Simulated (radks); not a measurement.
Values are calculated unless marked as measured or tabulated.
Q: The selenium anion Se-, 35 electrons, occupied as [Ar] 3d10 4s2 4p5. Code: a radial shooting solver on a logarithmic mesh with Libxc functionals. Model: scalar-relativistic Kohn-Sham, LDA (Slater exchange, VWN5 correlation), spin-polarised, spherical densities, finite nucleus; open shells are filled with parallel spins first; Fermi nuclear charge, rms radius 4.14 fm; hard spherical wall at 20 bohr. Some entries of the table are withheld. Estimate them.

| orbital | occ. | eigenvalue (eV) | r(max) (bohr) | <1/r> (bohr^-1) |
|---|---|---|---|---|
| 1s up | 1 | -12475.33 | 0.02884 | 34.51 |
| 1s down | 1 | -12475.28 | 0.02884 | 34.51 |
| 2s up | 1 | -1596.571 | 0.1647 | 7.619 |
| 2s down | 1 | -1596.541 | 0.1647 | 7.619 |
| 2p up | 3 | -1404.807 | 0.1317 | 7.470 |
| 2p down | 3 | -1404.764 | 0.1317 | 7.470 |
| 3s up | 1 | -204.5741 | 0.5028 | 2.485 |
| 3s down | 1 | -204.5115 | 0.5028 | 2.485 |
| 3p up | 3 | -144.6198 | 0.5004 | 2.335 |
| 3p down | 3 | -144.5479 | 0.5004 | 2.335 |
| 3d up | 5 | -45.3237 | 0.4513 | 2.030 |
| 3d down | 5 | -45.2229 | 0.4512 | 2.032 |
| 4s up | 1 | -10.0532 | 1.510 | 0.7306 |
| 4s down | 1 | -9.4407 | 1.507 | 0.7308 |
| 4p up | 3 | 0.2662 | 1.842 | (1) |
| 4p down | 2 | 0.7994 | 1.848 | (2) |
| 5s up | 0 | 2.3051 | (3) | 0.09144 |
| 5s down | 0 | 2.3079 | (4) | 0.09058 |
| 5p up | 0 | 2.5542 | 13.75 | (5) |
| 5p down | 0 | 2.5584 | 13.78 | (6) |
| 4d down | 0 | 2.8962 | 14.25 | 0.07710 |
| 4d up | 0 | 2.8976 | 14.26 | 0.07715 |

A: 
(1) 4p up <1/r> (bohr^-1): 0.5316
(2) 4p down <1/r> (bohr^-1): 0.5187
(3) 5s up r(max) (bohr): 13.01
(4) 5s down r(max) (bohr): 13.03
(5) 5p up <1/r> (bohr^-1): 0.08458
(6) 5p down <1/r> (bohr^-1): 0.08624
